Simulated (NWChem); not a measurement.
Species: SnCl cation, singlet; SMILES [Sn+][Cl]

Program: NWChem. Medium grid unless said otherwise, to which SCAN and Minnesota functionals are sensitive. Low-valent species are run as closed-shell singlets; no triplet was tried in these runs. Structure relaxed at the PBE0/def2-SVP level. def2 effective core potentials on Sn; no spin-orbit coupling.

For level PBE/def2-SVP:

```
Property                      Value
---------------------------  ------
highest occupied level (eV)  -13.88
orbital gap (eV)               4.06
```

Problem. Estimate the same quantities for level MN15-L/def2-SVP.

Solution. 
- highest occupied level (eV) = -14.33
- orbital gap (eV) = 4.66
